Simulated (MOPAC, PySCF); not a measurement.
[Zr(Cl)4], neutral singlet in the gas phase. 

Cartesian coordinates (Å):
```xyz
5

Zr     0.0148    -0.0115    -0.0037
Cl    -0.5393     1.6300     1.5644
Cl    -0.1517    -2.1212     0.9886
Cl    -1.4488     0.1223    -1.8212
Cl     2.2056     0.3254    -0.7439
```
Charge 0, multiplicity 1.

All levels are single points at this geometry (TPSS-D3(BJ)/def2-SVP); Pople sets use spherical d functions. Orbital energies aren't observables, and empty levels follow the basis.

B3LYP/6-311+G** (LANL2DZ on Zr) in PySCF gives HOMO (eV) = -9.58.

Question: Estimate the HOMO (eV) from each of these levels: B3LYP-D3(BJ)/def2-TZVP in PySCF; PBE-D3(BJ)/def2-TZVP in PySCF; TPSSh-D3(BJ)/def2-TZVP in PySCF; B3LYP/6-31G* (LANL2DZ on Zr) in PySCF; B3LYP/LANL2DZ in PySCF; BP86/6-31G* (LANL2DZ on Zr) in PySCF; M06-2X/6-31G* (LANL2DZ on Zr) in PySCF; PBE/6-31G* (LANL2DZ on Zr) in PySCF; SVWN5/6-31G* (LANL2DZ on Zr) in PySCF; HF/6-31G* (LANL2DZ on Zr) in PySCF; PM6 in MOPAC; PM7 in MOPAC.

Answer: 
| level | HOMO (eV) |
|---|---|
| B3LYP-D3(BJ)/def2-TZVP in PySCF | -9.43 |
| PBE-D3(BJ)/def2-TZVP in PySCF | -8.34 |
| TPSSh-D3(BJ)/def2-TZVP in PySCF | -9.01 |
| B3LYP/6-31G* (LANL2DZ on Zr) in PySCF | -9.55 |
| B3LYP/LANL2DZ in PySCF | -9.82 |
| BP86/6-31G* (LANL2DZ on Zr) in PySCF | -8.58 |
| M06-2X/6-31G* (LANL2DZ on Zr) in PySCF | -11.17 |
| PBE/6-31G* (LANL2DZ on Zr) in PySCF | -8.47 |
| SVWN5/6-31G* (LANL2DZ on Zr) in PySCF | -8.60 |
| HF/6-31G* (LANL2DZ on Zr) in PySCF | -13.19 |
| PM6 in MOPAC | -11.03 |
| PM7 in MOPAC | -11.29 |
